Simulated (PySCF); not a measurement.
F3Si, SMILES [Si](F)(F)F, multiplicity 2.

Geometry optimised at PBE-D3(BJ)/def2-TZVP. The isomer is the one that the SMILES or the coordinates give; other isomers of the formula were not compared.

Calculation: PBE/def2-TZVPD in PySCF.

Isolated molecule, no solvent.

**Question.** Estimate the frontier levels, dipole moment and polarisability. (Estimate from the structure and the level; the computed values follow.)

**Answer.** 
```
Property                                                                                                         Value
---------------------------------------------------------------------------------------------  -----------------------
α spin, highest occupied and lowest empty level                                                     -6.68 and -0.50 eV
β spin, highest occupied and lowest empty level                                                    -10.32 and -4.59 eV
dipole moment                                                                                                   1.09 D
quadrupole, principal values (traceless, Buckingham form, about the centre of nuclear charge)   -1.51, -1.51, 3.01 D·Å
mean static polarisability                                                                        28.6 bohr³ (4.23 Å³)
polarisability, principal values                                                                26.1, 29.8, 29.8 bohr³
⟨S²⟩                                                                                           0.751 (pure state 0.75)
```
